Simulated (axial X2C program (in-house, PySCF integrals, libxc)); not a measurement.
# How long does CaNi take?

A bond scan computed with an axial X2C code built on PySCF integrals. Basis: Ni dyall-cv3z [9s9p6d3f2g], Ca dyall-cv3z [11s12p6d4f] (cores contracted in-house).

The run was started with this input:
```json
{
 "zs": [
  28,
  20
 ],
 "q": 0,
 "bas": [
  "dyall-cv3z",
  "dyall-cv3z"
 ],
 "levels": [
  "PBE0",
  "HF",
  "B3LYP"
 ],
 "cc": true,
 "r0": 2.81,
 "thr": -1.0,
 "nmax": 90,
 "npts": 10,
 "nst": 2,
 "ntry": 6
}
```
```bash
python so2c.py task.json out
```

Keys: zs atomic numbers; q charge; bas basis sets; levels methods; cc coupled cluster on or off; r0 starting distance in Å; thr threshold in hartree for freezing inner shells (an s shell follows its p shell); nmax most natural virtual spinors; npts points on the curve; nst determinants followed; ntry starts of the search. HF also brings MP2.

Hardware: 1 thread of Arm Neoverse V2, on a shared host.

Wall time of one point of each curve, integrals apart:

| Hamiltonian | level | points | seconds a point |
| --- | --- | --- | --- |
| spin-free | PBE0 | 10 | 0.54 |
| spin-free | HF | 10 | 0.32 |
| spin-free | CCSD(T) (12 electrons, 90 virtuals) | 7 | 5.9 |
| spin-free | B3LYP | 10 | 0.59 |
| 2c | PBE0 | 10 | 0.74 |
| 2c | HF | 10 | 0.71 |
| 2c | CCSD(T) (12 electrons, 90 virtuals) | 7 | 6.6 |
| 2c | B3LYP | 10 | 0.8 |

The rest:

Search with its distance optimisation 43 s, atoms 22 s, whole task 200 s. Coupled cluster runs on the points near the minimum only. The program drops outer points, and coupled cluster, when its time limit (not in the input) nears; MP2, further determinants and curves that did not converge are not in the table.
